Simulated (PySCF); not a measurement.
Ta(O)(OH)3 (H3O4Ta), SMILES [O]=[Ta]([OH])([OH])[OH], multiplicity 1.

The structure is a stationary point at B3LYP-D3(BJ)/def2-SVP. The spin state was assumed, not searched. The def2 effective core potentials stand for the cores of Ta; spin–orbit coupling is left out. The values are those of a single conformer.

Two levels are set side by side: TDDFT-PBE/def2-SVPD (PySCF) and TDDFT-B3LYP/def2-SVPD (PySCF). Vertical, same geometry. The lowest singlet is HOMO→LUMO+1 49 %, HOMO−1→LUMO 49 % with PBE and HOMO→LUMO+1 47 %, HOMO−1→LUMO+2 47 % with the other functional; states are paired by order. Differences are taken from unrounded values.

```csv
quantity,TDDFT-B3LYP,TDDFT-PBE,TDDFT-PBE minus TDDFT-B3LYP
lowest singlet excitation (eV),6.78,6.54,-0.25
lowest triplet excitation (TDA) (eV),6.09,5.95,-0.14
```

A lower first singlet is the usual sign of a functional without exact exchange. Differences between two approximate levels are no errors against the true value.

Rough cost on one machine, each run with all the roots and properties that it gave: TDDFT-B3LYP against TDDFT-PBE about 3 times.
